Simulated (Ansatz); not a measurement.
C2H7NOSi can be A, `CC(=O)[SiH2]N`, or B, `CN1[SiH2]C1O`.

Computed with Ansatz on PBE0-D4/def2-TZVP structures; ΔE is electronic, products minus reactants. CCSD(T)/CBS is the MP2 limit (def2-TZVPP, def2-QZVPP) plus CCSD(T) − MP2 in def2-TZVPP, frozen cores. DFT in def2-TZVPP. One conformer a species, not always the lowest.

A:

```xyz
12

C    -0.4160    1.5405    1.2519
C    -0.5281    0.1607    0.6631
O    -1.3007   -0.6602    1.1084
Si    0.5788   -0.3315   -0.8493
N     0.3698   -1.9467   -1.3734
H    -1.1120    1.6635    2.0828
H    -0.6182    2.2908    0.4805
H     0.6093    1.7136    1.5946
H     1.9976   -0.1302   -0.4489
H     0.2315    0.5952   -1.9606
H    -0.5197   -2.2081   -1.7704
H     0.7077   -2.6877   -0.7787
```

B:

Z-matrix (Å, degrees):
```
C
N 1 1.438
H 1 1.094 2 110.5
H 1 1.092 2 109.7 3 -118.9
H 1 1.098 2 112.4 3 120.8
Si 2 1.709 1 143.5 3 -176.1
C 2 1.441 1 124.7 3 -68.6
H 6 1.483 2 116.8 1 -121.4
H 6 1.487 2 120.3 1 19.3
O 7 1.394 2 117.8 1 94.0
H 7 1.094 2 116.2 1 -35.0
H 10 0.963 7 107.5 2 40.2
```

Which isomer does CCSD(T)/CBS put lower? Give the gap. (An estimate is asked.)

Ansatz gave: A, by 180.5 kJ/mol.

Give E(B) − E(A) in kJ/mol with MP2/def2-TZVPP, PBE0-D4, CCSD(T)/def2-TZVPP, CCSD/def2-TZVPP, r2SCAN-D4, PBE-D4, HF/def2-TZVPP. (Estimate.)

The calculation gave: MP2/def2-TZVPP 175.1, PBE0-D4 164.2, CCSD(T)/def2-TZVPP 180.7, CCSD/def2-TZVPP 183.6, r2SCAN-D4 174.2, PBE-D4 162.6, HF/def2-TZVPP 213.3. None reverses the order clearly.

Largest T1 diagnostic: 0.014.

In def2-TZVPP, CCSD(T) changes the Hartree–Fock value by −32.5 kJ/mol (the triples alone add −2.8 kJ/mol) and MP2 by −38.2 kJ/mol.
